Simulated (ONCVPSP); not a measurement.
**What one change does to a pseudopotential (aluminium (Al), ONCV)**

* Element: Al
* Generator: ONCVPSP 4.0.1
* Type: optimised norm-conserving Vanderbilt (ONCV)
* Functional: PBE
* Relativity: scalar-relativistic
* Frozen core: [Ne]
* Valence charge: 3
* Reference configuration: 3s1.5 3p1.5
* Partial waves: 3s: rc 1.75 bohr, ncon 4, nbas 8, qcut 4.8 1/bohr, local; 3p: rc 2.40 bohr, ncon 4, nbas 7, qcut 3.1 1/bohr, 2 projectors, debl 3.6 Ha; d scattering state at 0.26 Ha: rc 2.40 bohr, ncon 4, nbas 7, qcut 4.7 1/bohr, 3 projectors, debl 3.4 Ha
* Local potential: the s channel
* Core correction: Teter function, fcfact 1.5, rcfact 1.55

Change: core correction Teter function, fcfact 1.5, rcfact 1.04.

Cutoffs: the cutoffs (Ha) at which the residual kinetic energy of the hardest occupied pseudo-wave falls to 1 and 0.1 mHa per electron; they do not see the model core or the augmentation charge, which bear on the density cutoff. Errors are all-electron minus pseudo energies relative to the spin-unpolarised reference configuration.

Task: What does the change do?

Result: The potential gets neither clearly harder nor softer (5.9 Ha and 7.7 Ha → 5.9 Ha and 7.7 Ha); of the 4 tests that both files solve, the error grows in 3 and shrinks in 1 by more than 15 % and 0.3 meV (median size 0.9 → 1.6 meV); neither file shows a bound ghost. A model core, the more so a compact one, raises the density cutoff, which this test does not measure.

```tsv
quantity	base	changed
cutoff, loose	5.9 Ha	5.9 Ha
cutoff, tight	7.7 Ha	7.7 Ha
bound ghosts	none	none
GHOST(+) flags under 300 eV	none	none
error for 3s2 3p1, meV [ΔE -2.55 eV]	+0.1	+1.3
error for 3s2 3p0, meV [ΔE 3.22 eV]	-0.6	-3.3
error for 3s1 3p0, meV [ΔE 22.44 eV]	-12	+1.7
error for 3s1 3p1, meV [ΔE 9.03 eV]	-1.1	+1.5
s: phases at 1.77 bohr within 0.05 rad from the reference energy up to (Ha; the scan ends near 5)	2.5	2.5
p: phases at 2.43 bohr within 0.05 rad from the reference energy up to (Ha; the scan ends near 5)	2.3	2.3
d: phases at 2.43 bohr within 0.05 rad from the reference energy up to (Ha; the scan ends near 5)	to the end of the scan	to the end of the scan
rms error of d²Exc/dni dnj with the model core, mHa	0.20	1.84
```

Base: The cutoffs count occupied waves only; projector 3 of the d channel, the hardest unoccupied one, needs 41 Ha at the loose tolerance. Changed file: The cutoffs count occupied waves only; projector 3 of the d channel, the hardest unoccupied one, needs 41 Ha at the loose tolerance.
